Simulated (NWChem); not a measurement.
Correlation energy of C$_{2}$H$_{4}$F

SMILES: C[CH]F
```xyz
7

C     -1.1510     0.1709    -0.2978
C      0.3069     0.3776    -0.2069
F      0.9915    -0.5555     0.4627
H     -1.6017     0.9251    -0.9587
H     -1.6495     0.2458     0.6898
H     -1.3832    -0.8289    -0.7001
H      0.7759     1.3668    -0.1667
```
Charge 0, spin multiplicity 2.

Everything below was run with NWChem. Structure: optimised with UPBE0/def2-SVP, a minimum by its harmonic frequencies.

Basis set: def2-SVP. Each correlation energy counts from its own Hartree-Fock reference.

The correlated methods keep 3 core orbitals frozen. The structure started from a generated list of species. No SCF solution was tested for a lower state. Open-shell Hartree-Fock references start from PBE0 orbitals. Coupled-cluster values serve here as a point of comparison, not as the truth.

### Question
One of these methods gave a correlation energy of -442.6 mHa. Which?
(A) SCS-UMP2
(B) CCSD(T) on UHF
(C) UMP2
(D) CCSD(T) on ROHF

### Answer
C, UMP2. The others give -437.1 (SCS-UMP2), -490.7 (CCSD(T) on ROHF), -486.5 (CCSD(T) on UHF).
